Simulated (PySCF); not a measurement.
B(Me)2(NH2) (C₂H₈BN), SMILES B(C)(C)N. Geometry optimised at TPSSh-D3(BJ)/def2-SVP. The values are those of a single conformer.

Task: Give the equilibrium geometry at TPSSh-D3(BJ)/def2-SVP (PySCF confirms it by a frequency run) as bond lengths and angles, and its point group. (The exact figures need the calculation; the answer reports its results.)

Result: Several could match; the one computed here: point group C2v.
Atoms: B1 C2 H3 H4 H5 C6 H7 H8 H9 N10 H11 H12. Bonded distances (Å): B1–C2 1.589, B1–C6 1.589, B1–N10 1.405, C2–H3 1.105, C2–H4 1.105, C2–H5 1.103, C6–H7 1.105, C6–H8 1.103, C6–H9 1.105, N10–H11 1.015, N10–H12 1.015. Bond angles (°): C2–B1–C6 120.6, C2–B1–N10 119.7, C6–B1–N10 119.7, B1–C2–H3 110.5, B1–C2–H4 110.5, B1–C2–H5 114.3, H3–C2–H4 105.7, H3–C2–H5 107.7, H4–C2–H5 107.7, B1–C6–H7 110.5, B1–C6–H8 114.3, B1–C6–H9 110.5, H7–C6–H8 107.7, H7–C6–H9 105.7, H8–C6–H9 107.7, B1–N10–H11 123.4, B1–N10–H12 123.4, H11–N10–H12 113.3.
Charge 0, spin multiplicity 1.
